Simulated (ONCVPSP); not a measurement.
## What one change does to a pseudopotential (tellurium, ONCV)

- Element: Te (Z = 52)
- Generator: ONCVPSP 4.0.1
- Type: optimised norm-conserving Vanderbilt (ONCV)
- Functional: LDA (Perdew-Wang 92)
- Relativity: scalar-relativistic
- Frozen core: [Ar] 3d10 4s2
- Valence charge: 22
- Reference configuration: 4p6 4d10 5s2 5p4
- Partial waves: 5s: rc 1.80 bohr, ncon 3, nbas 7, qcut 2.8 1/bohr, 3 projectors, debl 3.1 Ha; 4p+5p: rc 1.10 bohr, ncon 3, nbas 7, qcut 12 1/bohr, 2 projectors; 4d: rc 1.50 bohr, ncon 4, nbas 9, qcut 10.4 1/bohr, 2 projectors, debl 2.9 Ha
- Local potential: polynomial inside 0.75 bohr (lpopt 3, dvloc0 3 Ha)
- Core correction: Teter function, fcfact 5.5, rcfact 1.3

Change: core correction Teter function, fcfact 3.5, rcfact 1.15.

Cutoffs: the cutoffs (Ha) at which the residual kinetic energy of the hardest occupied pseudo-wave falls to 1 and 0.1 mHa per electron; they do not see the model core or the augmentation charge, which bear on the density cutoff. Errors are all-electron minus pseudo energies relative to the spin-unpolarised reference configuration.

Q: What does the change do?

A: The potential gets neither clearly harder nor softer (51 Ha and 60 Ha → 51 Ha and 60 Ha); both files keep a bound ghost (s); the errors of the 4 common tests hardly move. A model core, the more so a compact one, raises the density cutoff, which this test does not measure.

| quantity | base | changed |
| --- | --- | --- |
| cutoff, loose | 51 Ha | 51 Ha |
| cutoff, tight | 60 Ha | 60 Ha |
| bound ghosts | s | s |
| GHOST(+) flags under 300 eV | none | none |
| error for 4p6 4d10 5s2 5p3, meV [ΔE 9.91 eV] | -1.9 | -1.9 |
| error for 4p6 4d10 5s2 5p2, meV [ΔE 28.08 eV] | -6.0 | -5.9 |
| error for 4p6 4d10 5s2 5p1, meV [ΔE 55.31 eV] | -12 | -12 |
| error for 4p6 4d9 5s2 5p5, meV [ΔE 38.16 eV] | +26 | +27 |
| s: phases at 1.83 bohr within 0.05 rad from the reference energy up to (Ha; the scan ends near 5) | to the end of the scan | to the end of the scan |
| p: phases at 1.12 bohr within 0.05 rad from the reference energy up to (Ha; the scan ends near 5) | to the end of the scan | to the end of the scan |
| d: phases at 1.52 bohr within 0.05 rad from the reference energy up to (Ha; the scan ends near 5) | to the end of the scan | to the end of the scan |
| rms error of d²Exc/dni dnj with the model core, mHa | 1.31 | 2.29 |

 A true bound ghost makes a file unfit for plane-wave use even where its test errors are small: the radial tests pick states by their node count and pass the ghost by.
